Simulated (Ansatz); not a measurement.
Input for Ansatz (a program for electronic structure): R-B97M-V/def2-TZVPP on BiH3 (SMILES [BiH3]). Elements past Kr take the def2 small-core potentials; no spin–orbit coupling.

Ansatz 0.2 input:
```yaml
crystal:
  periodic: [false, false, false]
  atoms:
    - {symbol: Bi, position_ang: [0.00000124, 0.00000000, 0.00000000]}
    - {symbol: H, position_ang: [1.70873875, -0.00000000, -0.00000000]}
    - {symbol: H, position_ang: [-0.85436999, 1.47980795, -0.00000000]}
    - {symbol: H, position_ang: [-0.85436999, -1.47980795, -0.00000000]}
basis:
  gaussian:
    orbitals: def2-TZVPP
hamiltonian:
  xc: {name: B97M-V}
scf: {lower_state_search: off}
```

Problem. Predict the final total energy.

Solution. -216.2994 hartree.
